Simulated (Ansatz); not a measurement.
Consider the ligand exchange at a B–S bond: `[SiH3][SiH2]BS` + HCl → `[SiH3][SiH2]BCl` + H₂S.

Program: Ansatz. Geometries: PBE0-D4/def2-TZVP. ΔE: electronic, gas phase. CCSD(T)/CBS is the MP2 limit (def2-TZVPP, def2-QZVPP) plus CCSD(T) − MP2 in def2-TZVPP, frozen cores. This one scheme is used for every species. Functionals use def2-TZVPP. B3LYP here is the variant with VWN-RPA as its local correlation; programs differ in this. One conformer a species, not always the lowest.

```csv
level,ΔE (kJ/mol),difference from CCSD(T)/CBS
r2SCAN-D4,13.5,2.0
B3LYP-D4,10.7,-0.8
B2PLYP,9.6,-1.9
r2SCAN,13.0,1.5
B3LYP,8.0,-3.5
SCS-MP2/def2-TZVPP,9.5,-2.0
HF/def2-QZVPP,-2.0,-13.5
MP2/def2-QZVPP,12.2,0.7
SCS-MP2/def2-QZVPP,9.1,-2.4
HF/CBS(def2),-2.0,-13.5
CCSD(T)/CBS,11.5,0
```

Largest T1 diagnostic among the species: 0.016.

In def2-TZVPP, CCSD(T) changes the Hartree–Fock value by +13.4 kJ/mol (the triples alone add +2.3 kJ/mol) and MP2 by +14.1 kJ/mol.
